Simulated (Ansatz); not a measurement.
The same redistribution along the group B, Al, Ga, In.

Calculated with Ansatz (gas phase, PBE0-D4/def2-TZVP geometries, no zero-point term in ΔE). CBS: MP2 limit from def2 TZ/QZ plus the TZ coupled-cluster correction, frozen cores. Elements past krypton have def2 core potentials. For Br, Ga, Ge, In outer-core shells are correlated without core-valence functions, which leaves a few kJ/mol of doubt a bond. Scalar relativity is left out up to krypton. One conformer a species, not always the lowest.

Question: Order these by ΔE at CCSD(T)/CBS, lowest first. (An estimate is asked.)
A. `[Br][AlH][Br]` + `[OH][Ge][F]` → `[F][Al]([Br])[Br]` + `[OH][GeH]`
B. `BrBBr` + `[OH][Ge][F]` → `FB(Br)Br` + `[OH][GeH]`
C. `[Br][InH][Br]` + `[OH][Ge][F]` → `[F][In]([Br])[Br]` + `[OH][GeH]`
D. `[Br][GaH][Br]` + `[OH][Ge][F]` → `[F][Ga]([Br])[Br]` + `[OH][GeH]`

Answer: A (-28.8 kJ/mol), B (+22.3 kJ/mol), D (+77.5 kJ/mol), C (+103.0 kJ/mol).

Largest T1 diagnostic: 0.016, for `[OH][GeH]`.
